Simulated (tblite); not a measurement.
C₆H₁₀FO (doublet state).
SMILES with atom numbers: `[CH3:1][CH2:2][C@@H:3]1[CH:4][O:5][C@H:6]1[CH2:7][F:8]` (hydrogens: H9, H10, H11 on C1; H12, H13 on C2; H14 on C3; H15 on C4; H16 on C6; H17, H18 on C7)

Structure used (GFN2-xTB), in Å, numbered top down from 1:
```xyz
18
C6H10FO angstrom
C     -1.9642   -0.9594   -0.1121
C     -1.4149    0.3726   -0.6082
C     -0.1194    0.7428    0.1126
C      0.6514    1.9140   -0.3995
O      1.8064    1.1888   -0.6644
C      1.1535   -0.0321   -0.2922
C      1.9220   -0.7515    0.8064
F      1.2980   -1.9318    1.1165
H     -1.2258   -1.7483   -0.2338
H     -2.2220   -0.8983    0.9427
H     -2.8575   -1.2322   -0.6681
H     -1.2257    0.3228   -1.6823
H     -2.1438    1.1663   -0.4333
H     -0.3006    0.7411    1.1949
H      0.7050    2.9485   -0.1246
H      1.0294   -0.6938   -1.1558
H      2.9352   -0.9924    0.4688
H      1.9641   -0.1510    1.7208
```

Computed values, GFN2-xTB/tblite, gas phase, harmonic and unscaled. Against measured fundamentals such values can be off by several per cent, at times by over 20. One conformer, not necessarily the lowest. Open shells enter through the occupations alone, without spin polarisation, and single modes of such species can be off by tens of per cent.

Harmonic wavenumbers (cm⁻¹): 54.7, 81.7, 99.7, 185.5, 230.2, 250.8, 288.5, 398.9, 431.1, 468.0, 522.1, 782.6, 811.3, 867.7, 942.9, 992.0, 1005.3, 1046.7, 1058.4, 1084.5, 1093.8, 1111.7, 1125.8, 1159.0, 1186.9, 1203.0, 1205.6, 1234.6, 1259.5, 1266.1, 1303.6, 1328.6, 1339.2, 1418.3, 1445.1, 1488.7, 1500.4, 1503.9, 2870.8, 2929.8, 2952.9, 2957.4, 2978.3, 2989.9, 3038.1, 3042.9, 3047.0, 3131.8.

A = 2226, B = 1936, C = 1123 MHz; mass 117.072 u (most abundant isotopes); point group C1, symmetry number 1; spin multiplicity 2.

Zero-point energy?

Half the sum of the wavenumbers: 32358 cm⁻¹ = 92.52 kcal/mol.

Entropy at 350 K, 1 bar (ideal gas, RRHO, classical rotation)?

Translation 41.01, rotation 29.06, vibration 28.63, spin (R ln 2) 1.38: S = 100.1 cal/(mol K).

And Cp and H(350 K) − H(0)?

Cp = 38.28 cal/(mol K), of which vibrations give 30.33 (their classical limit is 48 R = 95.4); H(350 K) − H(0) = 8.03 kcal/mol without the zero-point energy, 5.25 from vibrations.

Blend soft modes into free rotors: weight 1/[1 + (100 cm⁻¹/ν̃)⁴] for the oscillator and the rest for a rotor with moment μB/(μ + B), μ = h/(8π²ν), B = 10⁻⁴⁴ kg m². What vibrational entropy results?

26.36 cal/(mol K) in place of 28.63, which changes −T·S at 350 K by +0.80 kcal/mol.

How do the functions run with temperature in this model?

| T (K) | S (cal/(mol K)) | Cp (cal/(mol K)) | H − H(0) (kcal/mol) | G − H(0) (kcal/mol) | ln q(vib) |
| --- | --- | --- | --- | --- | --- |
| 150 | 76.3 | 21.1 | 2.18 | -9.26 | 2.51 |
| 250 | 88.9 | 29.0 | 4.68 | -17.54 | 4.70 |
| 298.15 | 94.4 | 33.4 | 6.18 | -21.96 | 5.74 |
| 400 | 105.5 | 43.0 | 10.06 | -32.14 | 7.94 |
| 600 | 126.1 | 58.5 | 20.31 | -55.33 | 12.29 |
| 900 | 152.9 | 73.4 | 40.29 | -97.28 | 18.66 |

q(vib) and H(0) count from the zero-point level.

Which modes carry the vibrational entropy at 350 K?

54.7 cm⁻¹: 4.96; 81.7 cm⁻¹: 4.16; 99.7 cm⁻¹: 3.77; 185.5 cm⁻¹: 2.57; 230.2 cm⁻¹: 2.17; 250.8 cm⁻¹: 2.01 cal/(mol K); the other 42 give 8.98 together.

What must be added to the electronic energy to get the Gibbs energy at 350 K and 1 bar?

ZPE + [H(350 K) − H(0)] − T·S = 92.52 + 8.03 − 35.03 = 65.52 kcal/mol.

Hindered rotation and anharmonicity are outside this model. Other conformers, if any are populated, would add a mixing term that is left out. The structure is chiral; the term R ln 2 for an equal mix with its mirror image is left out.
